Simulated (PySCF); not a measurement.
Compound: C7H9F.
Structure used (GFN2-xTB), in Å, numbered top down from 1:
```
atom  x, y, z in Å
C1    -3.062    0.836    0.304
C2    -1.855    0.454   -0.101
C3    -1.259   -0.807    0.281
C4    -0.034   -1.226   -0.037
C5     0.987   -0.454   -0.824
F6     1.881   -1.343   -1.389
C7     1.704    0.515    0.078
C8     2.979    0.427    0.402
H9    -3.492    1.777    0.009
H10   -3.660    0.217    0.952
H11   -1.276    1.100   -0.747
H12   -1.887   -1.453    0.880
H13    0.324   -2.186    0.306
H14    0.529    0.081   -1.669
H15    1.064    1.292    0.472
H16    3.607   -0.354    0.010
H17    3.443    1.139    1.063
```

Four sets of settings were typed for PySCF runs (density fitting) on one GFN2-xTB geometry. Runs with no stated cap are allowed at least 80 cycles.

Question: One run ended without self-consistency. Which?
A. B97-D/pcSseg-1, at most 1 cycle
B. revPBE/pcSseg-1, fitting basis def2-universal-jkfit, damping 0.1 at the start, DIIS from the seventh cycle
C. mPW1PW91/pcSseg-1, grid level 1
D. PBE0/pcSseg-1

Answer: A. The cap of 1 cycle ended the SCF with an orbital gradient of 7.1e-01, before the energy threshold of 1e-09 Eh and the gradient threshold (its square root) were both met. Raise the cap. Its energy and orbitals aren't self-consistent and shouldn't be used.

The end of its output:
```
final grid: 138408 points
cycle   1  E = -371.5189316766  dE =  7.668e-01  |g| = 7.053e-01  |ddm| = 3.788e+00
SCF not converged, last energy = -371.5189316766
```

The others met their thresholds:

```csv
settings,basis functions,SCF cycles,E (Eh),HOMO (eV),LUMO (eV),dipole (D)
PBE0/pcSseg-1,181,14,-371.4601,-6.89,-1.14,1.81
"revPBE/pcSseg-1, fitting basis def2-universal-jkfit, damping 0.1 at the start, DIIS from the seventh cycle",181,25,-371.7812,-5.82,-1.96,1.63
"mPW1PW91/pcSseg-1, grid level 1",181,11,-371.8007,-6.91,-1.16,1.83
```

Cycle counts include a coarse-grid stage where the run had one.

The pairwise dispersion term of B97-D wasn't added to the energies; at a given geometry it leaves orbitals and properties as they are.
